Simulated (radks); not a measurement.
The numbers below are computed, except where a source is named.
All-electron atom: Bi4+ in [Xe] 4f14 5d9 6s2 (not the ground configuration).

Level of theory: non-relativistic Kohn-Sham, r2SCAN, spin-polarised, spherical densities, point nucleus; open shells are filled with parallel spins first (spin-orbit coupling, left out, can overturn this in heavy ions); meta-GGA in the generalised Kohn-Sham scheme; relativity is left out, which matters for an element this heavy (a radial shooting solver on a logarithmic mesh with Libxc functionals).

Energy parts (hartree):
part                       energy
total                 -20095.7512
kinetic                20091.2642
electron-nucleus      -47673.0575
Hartree                 7855.0198
exchange-correlation    -368.9777

Orbitals (lengths in bohr, moments of r in powers of bohr; <r^-3> diverges for s and p1/2; r(max) is where P^2 peaks; r(90%) holds 90 % of the orbital's charge):
orbital  occ.  eigenvalue (hartree)  r(90%)   r(max)  <r^-3>       <r^4>
1s up       1             -2982.517  0.0324  0.01210       -   4.976e-07
1s down     1             -2982.517  0.0324  0.01210       -   4.976e-07
2s up       1             -506.5244   0.117  0.06566       -  0.00007934
2s down     1             -506.5166   0.117  0.06566       -  0.00007934
2p up       3             -487.8625   0.104  0.05092   20370  0.00004955
2p down     3             -487.8569   0.104  0.05092   20370  0.00004955
3s up       1             -123.1192   0.280   0.1787       -    0.002644
3s down     1             -123.1176   0.280   0.1787       -    0.002644
3p up       3             -114.2319   0.272   0.1679    4504    0.002326
3p down     3             -114.2299   0.272   0.1679    4504    0.002326
3d up       5             -97.67326   0.246   0.1318   805.9    0.001529
3d down     5             -97.66871   0.246   0.1318   805.9    0.001529
4s up       1             -29.24316   0.598   0.3955       -     0.05585
4s down     1             -29.23987   0.598   0.3956       -     0.05584
4p up       3             -25.28913   0.608   0.3939    1093     0.05939
4p down     3             -25.28517   0.608   0.3939    1092     0.05937
4d up       5             -17.99949   0.630   0.3848   175.2     0.06750
4d down     5             -17.99394   0.630   0.3848   175.1     0.06744
4f up       7              -8.13552   0.679   0.3387   40.68     0.09301
4f down     7              -8.12872   0.679   0.3387   40.70     0.09262
5s up       1              -6.39978    1.31   0.8556       -       1.288
5s down     1              -6.36138    1.31   0.8546       -       1.286
5p up       3              -5.03848    1.41   0.8961   209.6       1.713
5p down     3              -4.99879    1.41   0.8952   210.3       1.713
5d up       5              -2.78361    1.73    1.014   24.78       3.850
5d down     4              -2.74440    1.73    1.014   24.75       3.908
6s up       1              -1.74516    2.98    1.949       -       34.24
6s down     1              -1.73493    2.99    1.960       -       35.00

The highest occupied level is 6s down at -47.210 eV. The spin density at the nucleus is 0.265 e/bohr^3 (1s 0.002, 2s -0.233, 3s -0.153, 4s 0.478, 5s -0.918, 6s 1.089).
